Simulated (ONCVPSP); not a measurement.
# Which change was made? (Sn, ONCV)

tin (Sn), optimised norm-conserving Vanderbilt (ONCV), made with ONCVPSP 4.0.1 (PBEsol, scalar-relativistic). Core [Kr], reference 4d10 5s2 5p2. Waves: 5s: rc 2.20 bohr, ncon 3, nbas 7, qcut 2.4 1/bohr, 1 projector; 5p: rc 2.10 bohr, ncon 3, nbas 6, qcut 3.7 1/bohr, 2 projectors, debl 2.3 Ha; 4d: rc 1.35 bohr, ncon 4, nbas 9, qcut 12.8 1/bohr, 2 projectors, debl 2.1 Ha; f scattering state at 0.29 Ha: rc 1.70 bohr, ncon 5, nbas 8, qcut 7 1/bohr, 2 projectors, debl 1.3 Ha. Local part: polynomial inside 1.25 bohr (lpopt 5, dvloc0 0 Ha). Core correction: polynomial model core, fcfact 0.3.

Cutoffs, loose and tight: the cutoffs (Ha) at which the residual kinetic energy of the hardest occupied pseudo-wave falls to 1 and 0.1 mHa per electron. They do not see the model core or the augmentation charge, which bear on the density cutoff. Test errors are all-electron minus pseudo excitation energies from the reference, over the configurations 4d10 5s2 5p1; 4d10 5s2 5p0; 4d10 5s1 5p0; 4d10 5s0 5p0; variants that change the core or the reference have their own tests. The largest error is taken over the tests solved by every variant that gives reliable tests at all, those not shown here included: 4d10 5s1 5p0; 4d10 5s2 5p0; 4d10 5s2 5p1.

The base gives: outcome: generated; cutoff, loose: 47 Ha; cutoff, tight: 56 Ha; bound ghosts: s; GHOST(+) flags above zero: p; largest test error (meV): -20.

(1) After one change the result is: outcome: generated; cutoff, loose: 101 Ha; cutoff, tight: 117 Ha; bound ghosts: s; GHOST(+) flags above zero: p, d; largest test error (meV): -22. Which change was it?
A. s: qcut 3.1; p: qcut 4.8; d: qcut 16.7; f: qcut 9.1
B. s: qcut 3.5; p: qcut 5.4; d: qcut 18.7; f: qcut 10.2
C. s: qcut 1.5; p: qcut 2.4; d: qcut 8.2; f: qcut 4.5

## Answers

(1) B. The others give: s: qcut 1.5; p: qcut 2.4; d: qcut 8.2; f: qcut 4.5 → outcome: generated; cutoff, loose: 35 Ha; cutoff, tight: 150 Ha; bound ghosts: s; GHOST(+) flags above zero: p, f; largest test error (meV): -19 | s: qcut 3.1; p: qcut 4.8; d: qcut 16.7; f: qcut 9.1 → outcome: generated; cutoff, loose: 80 Ha; cutoff, tight: 95 Ha; bound ghosts: s; GHOST(+) flags above zero: p; largest test error (meV): -21.
